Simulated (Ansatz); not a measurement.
`[SiH3][O][InH][SeH]` + `C[SiH2]F` → `C[SiH](F)[SeH]` + `[SiH3][O][InH2]`  (formal exchange of groups at the Se–In bond)

Program: Ansatz. Geometries: PBE0-D4/def2-TZVP. ΔE: electronic, gas phase. CBS: MP2 limit from def2 TZ/QZ plus the TZ coupled-cluster correction, frozen cores. DFT in def2-TZVPP. B3LYP here is the variant with VWN-RPA as its local correlation; programs differ in this. def2 core potentials past Kr. For In, Se outer-core shells are correlated without core-valence functions, which leaves a few kJ/mol of doubt a bond. Scalar relativity is left out up to krypton. One conformer a species, not always the lowest.

```csv
level,ΔE (kJ/mol),difference from CCSD(T)/CBS
PBE-D4,40.8,-8.8
revPBE-D4,37.4,-12.2
r2SCAN-D4,43.1,-6.5
B97M-V,35.9,-13.7
PBE0-D4,42.7,-6.9
B3LYP-D4,46.6,-3.0
BHLYP-D4,50.4,0.8
ωB97M-V,41.4,-8.2
PBE0,43.3,-6.3
r2SCANh,43.6,-6.0
RPA@PBE/def2-TZVPP,45.8,-3.8
CCSD/def2-SVP,54.6,5.0
MP2/def2-TZVPP,49.1,-0.5
CCSD/def2-TZVPP,47.2,-2.4
MP2/CBS(def2),51.6,2.0
CCSD/CBS(def2),49.7,0.1
CCSD(T)/CBS,49.6,0
```

Largest T1 diagnostic among the species: 0.015.

Leaving LDA and LC-ωPBE aside and taking each functional with its dispersion term where it has one, the values spread over 14.5 kJ/mol, from B97M-V to BHLYP-D4. LDA lies −4.0 kJ/mol from PBE without D4. In def2-TZVPP, CCSD(T) changes the Hartree–Fock value by −7.5 kJ/mol (the triples alone add −0.1 kJ/mol) and MP2 by −5.5 kJ/mol. At CCSD(T), def2-SVP lies +4.9 kJ/mol from the extrapolated value and def2-TZVPP −2.5 kJ/mol.

CCSD(T)/CBS has its own doubt, a few kJ/mol and more with outer-core shells, so smaller differences from it don't rank the levels.
